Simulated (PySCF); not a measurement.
A structure optimised at B3LYP-D3(BJ)/def2-SVP, used in a PySCF frequency run:

```xyz
6

Zr     0.0000     0.0000     0.0079
F     -1.5587    -0.8999     0.6577
F      0.0000     1.7999     0.6577
F      1.5587    -0.8999     0.6577
O      0.0000     0.0000    -1.9018
H      0.0000     0.0000    -2.8612
```

### Question
Write its SMILES, formula and point group.

### Answer
[OH][Zr]([F])([F])[F], F₃HOZr, C3v

### Question
What are its rotational constants (standard atomic weights)?

### Answer
2.7624, 2.7624, 2.7371 GHz
